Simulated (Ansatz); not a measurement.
`OB[Si](F)(F)Cl` and `CC[Si](F)(F)Cl` differ in one atom or group.

Ansatz, PBE0-D4/def2-TZVP geometries, multiplicity 1. Each molecule was computed in one conformer, which needn't be the lowest.

```json
{"property": "LUMO energy (PBE0/def2-TZVPP) / eV", "`OB[Si](F)(F)Cl`": "-1.78"}
{"property": "LUMO energy (B3LYP/def2-TZVPP) / eV", "`OB[Si](F)(F)Cl`": "-1.97"}
{"property": "size of the dipole moment (ωB97M-V/def2-TZVPP) / D", "`OB[Si](F)(F)Cl`": "3.66"}
{"property": "HOMO–LUMO gap (B3LYP/def2-TZVPP) / eV", "`OB[Si](F)(F)Cl`": "6.47"}
{"property": "HOMO–LUMO gap (PBE0/def2-TZVPP) / eV", "`OB[Si](F)(F)Cl`": "6.86"}
{"property": "HOMO energy (PBE0/def2-TZVPP) / eV", "`OB[Si](F)(F)Cl`": "-8.64"}
```

Problem. Give the same properties after the change, and the shifts. (An estimate is asked.)

Solution. Computed: 
```csv
property,`CC[Si](F)(F)Cl`,shift
LUMO energy (PBE0/def2-TZVPP) / eV,0.77,2.55
LUMO energy (B3LYP/def2-TZVPP) / eV,0.44,2.41
size of the dipole moment (ωB97M-V/def2-TZVPP) / D,2.35,-1.31
HOMO–LUMO gap (B3LYP/def2-TZVPP) / eV,9.45,2.98
HOMO–LUMO gap (PBE0/def2-TZVPP) / eV,10.01,3.15
HOMO energy (PBE0/def2-TZVPP) / eV,-9.23,-0.59
```

With PBE0 the HOMO falls by 0.59 eV and the LUMO rises by 2.55 eV, so the gap widens by about 3.14 eV. PBE moves the HOMO by -0.58 eV and ωB97M-V by -0.65 eV. The zero-point energy changes by 98.7 kJ/mol with +9 modes. Dipoles are sizes alone; their direction can turn.

B3LYP here is the variant with VWN-RPA as its local correlation; programs differ in this.
